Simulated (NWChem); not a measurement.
## H3Al in NWChem

```xyz
4

Al     0.0000     0.0000     0.0000
H      0.0000     0.0000     1.6008
H      1.3863     0.0000    -0.8004
H     -1.3863     0.0000    -0.8004
```
Charge 0, spin multiplicity 1.

Program: NWChem. The geometry was optimised at PBE/def2-SVP, a minimum by its harmonic frequencies.

The field's frequency is 0.0773 Ha (589 nm). This basis has no diffuse functions, which lowers polarisabilities.

The Pople sets run with spherical d functions. The structure started from a generated list of species.

Question: Give the polarisability tensor in bohr³ at HF/6-31G* (spherical d), in the frame of the coordinates, and its isotropic mean.

Answer: 
```
25.95   0.00   0.00
 0.00  14.75   0.00
 0.00   0.00  25.95
```
Mean (one third of the trace): 22.22 bohr³.
